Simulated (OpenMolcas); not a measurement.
**Ni5+, Pd5+, Pt5+: d⁵ down the group**

* Program: OpenMolcas
* Method: MS-RASPT2, IPEA 0.25 Eh, imaginary shift 0.1 Eh
* Basis: ANO-RCC-VTZP
* Scalar Hamiltonian: DKH2, point nucleus
* Spin-orbit coupling: RASSI with atomic mean-field integrals over the reference wave functions, term energies averaged over their components

Active space for each ion: 11 electrons in 8 orbitals (RAS1 p, at most 2 holes; RAS2 d); closed shells correlated by CASPT2: Ni5+ 3s; Pd5+ 4s; Pt5+ 5s.

Computed levels in cm-1 above ⁶S_5/2:

```
                               Level   Ni5+   Pd5+   Pt5+
                              ⁴G_7/2  43240  29120  25740
                             ⁴G_11/2  43260  29310  27430
                              ⁴G_9/2  43290  29470  28800
                              ⁴P_1/2  48000  33350  30800
                              ⁴D_7/2  52040  35000  34920
                              ⁴D_1/2  52260  36660  40440
                             ²I_11/2  62890  42290  40780
                             ²I_13/2  63090  43390  45090
                           ²F_7/2(1)  69580  50450  58530
weight of ⁶S in the lowest level (%)    100     98     80
```

Mixed levels, with the weight of the term that names them: Pd5+ ⁴P_1/2 (68 %), Pd5+ ⁴D_1/2 (69 %), Pd5+ ²F_7/2(1) (58 %), Pt5+ ⁴G_7/2 (59 %), Pt5+ ⁴G_11/2 (74 %), Pt5+ ⁴P_1/2 (59 %), Pt5+ ⁴D_7/2 (59 %), Pt5+ ⁴D_1/2 (66 %), Pt5+ ²I_11/2 (70 %), Pt5+ ²F_7/2(1) (60 %).

Measured, with the error of the calculation in %. Measured levels: Ni5+ from Corliss and Sugar, J. Phys. Chem. Ref. Data 10, 197 (1981).

```csv
Level,Ni5+
⁴G_11/2,41921 (+3.2)
⁴P_1/2,46325 (+3.6)
⁴D_7/2,50331 (+3.4)
²I_11/2,61196 (+2.8)
²I_13/2,61280 (+3.0)
²F_7/2(1),67085 (+3.7)
```

Without spin-orbit coupling ⁴G lies 43250, 29240, 26680 cm-1 above ⁶S in that order; the difference to the level ⁴G_7/2, of either sign, comes from spin-orbit coupling, which also lowers the zero.

Term energies are means over components that CASPT2 splits; among the terms shown or strongly mixed into the levels shown the widest spread is 940 cm-1 (4d⁵ ²I, Pd5+). Active for correlation alone: 3p; no level in the range computed is led by a configuration that opens it, so any true level of that kind is missing (holds for Ni5+). Active for correlation alone: 4p; no level in the range computed is led by a configuration that opens it, so any true level of that kind is missing (holds for Pd5+). Blocks of more than 70 roots (2S+1 = 2 even) ran without multistate coupling (holds for Pt5+). Active for correlation alone: 5p; no level in the range computed is led by a configuration that opens it, so any true level of that kind is missing (holds for Pt5+). Measured partners are found by configuration, term and J. A level has none where our copy of the source lacks it or the pairing is in doubt (some pairs that miss far off the trend of their configuration count as doubtful), and it then counts in no deviation. Only configurations of the active space appear.

A number in round brackets counts repeated terms of one configuration in the order of the reference energies.
